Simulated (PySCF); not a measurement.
Electronic structure of O (oxygen, neutral) at the LDA level

Configuration: [He] 2s2 2p4, high-spin 3P determinant. Calculation: PySCF 2.14, in aug-cc-pVTZ-DK (5s4p3d2f, 46 functions); the spin-free X2C one-electron Hamiltonian (Gaussian nucleus).

```json
{
 "Total energy": "-74.5760 hartree",
 "One-electron energy": "-103.1494 hartree",
 "Hartree (Coulomb) energy": "36.4444 hartree",
 "Exchange-correlation energy": "-7.8710 hartree",
 "⟨S²⟩": "2.0040",
 "⟨L²⟩": "2.008",
 "Sum of ⟨r⟩": "7.735 bohr",
 "Sum of ⟨r²⟩": "11.79 bohr²",
 "Traceless quadrupole moment −½Σ⟨3z² − r²⟩ along its main axis": "-0.971 e·bohr²",
 "Langevin diamagnetic susceptibility": "-9.34 ×10⁻⁶ cm³/mol"
}
```

```tsv
shell	electrons	mean orbital energy (eV)	spread (eV)	rms radius, mean of both spins (bohr)
1s α	1	-511.02	0	0.233
1s β	1	-509.56	0	0.233
2s α	1	-25.009	0	1.27
2s β	1	-21.714	0	1.27
2p α	3	-10.371	1.807	1.45
2p β	1	-7.445	0	1.45
```
